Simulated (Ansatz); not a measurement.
Geometry optimisation, RKS PBE/def2-mTZVP in Ansatz 0.2.0.

The input (input.yaml):

```yaml
crystal:
  periodic: [false, false, false]
  atoms:
    - { symbol: Sn, position_ang: [-0.053, -0.8267, 0.5304] }
    - { symbol: O, position_ang: [0.8629, 0.9042, -0.8479] }
    - { symbol: H, position_ang: [-1.5132, -1.3357, -0.1463] }
    - { symbol: H, position_ang: [1.2166, -1.8965, 0.081] }
    - { symbol: H, position_ang: [0.1173, -0.3084, 2.1154] }
    - { symbol: H, position_ang: [-0.1773, 1.4195, -0.3283] }
    - { symbol: F, position_ang: [-1.1335, 1.2326, 0.3765] }
    - { symbol: H, position_ang: [0.6801, 0.8111, -1.7809] }
basis:
  gaussian: { orbitals: def2-mTZVP }
hamiltonian:
  xc: pbe
relax:
  f_tol: 0.15
  max_steps: 25
  restrain:
    - { distance: [0, 6], at: 1.96, k: 30.0 }
    - { distance: [5, 1], at: 0.97, k: 30.0 }
    - { distance: [0, 1], at: 3.35, k: 30.0 }
    - { distance: [5, 6], at: 2.18, k: 30.0 }
```

Command:

```bash
$ ansatz run input.yaml --threads 2 --pin off --max-ram 3072MiB --backend cpu --events-out ev --progress --plain --runs-dir out
```

Question: Where does it end, and by what steps?

Answer: It converged. The restraints hold the end off the free minimum. After 18 steps the energy has fallen by 0.771 eV (the restraints' own energy left out); H3 moved furthest, 1.53 Å. Parted: Sn1–O2. Joined: O2–H6.

| step | energy less start (eV) | largest force component (eV/Å) | accepted |
| --- | --- | --- | --- |
| 0 | 0.0000 | 2.192 | yes |
| 1 | 0.3026 | 2.554 | yes |
| 2 | 0.3485 | 1.672 | yes |
| 3 | 0.4385 | 1.666 | yes |
| 4 | -0.0399 | 0.738 | yes |
| 5 | -0.3644 | 0.477 | yes |
| 6 | -0.5582 | 0.972 | yes |
| 7 | -0.6470 | 0.411 | yes |
| 8 | -0.6533 | 1.439 | yes |
| 9 | -0.6623 | 1.327 | yes |
| 10 | -0.6961 | 0.339 | yes |
| 11 | -0.7031 | 0.548 | no |
| 12 | -0.7058 | 0.342 | yes |
| 13 | -0.7171 | 0.288 | yes |
| 14 | -0.7265 | 0.363 | yes |
| 15 | -0.7588 | 0.275 | yes |
| 16 | -0.7608 | 0.501 | no |
| 17 | -0.7641 | 0.398 | yes |
| 18 | -0.7706 | 0.293 | yes |

```xyz
8
Properties=species:S:1:pos:R:3
Sn -0.506 -0.998 0.692
O 1.210 1.498 -0.734
H -1.806 -2.012 1.195
H 0.428 -1.694 -0.569
H 0.389 -0.339 1.998
H 0.253 1.671 -0.807
F -1.463 0.520 -0.122
H 1.494 1.354 -1.655
```

Whether the end is a true minimum wasn't checked by a vibrational analysis.

The run took 28 s on 2 threads of Arm Neoverse V1 (shared host), peak memory 0.16 GiB.
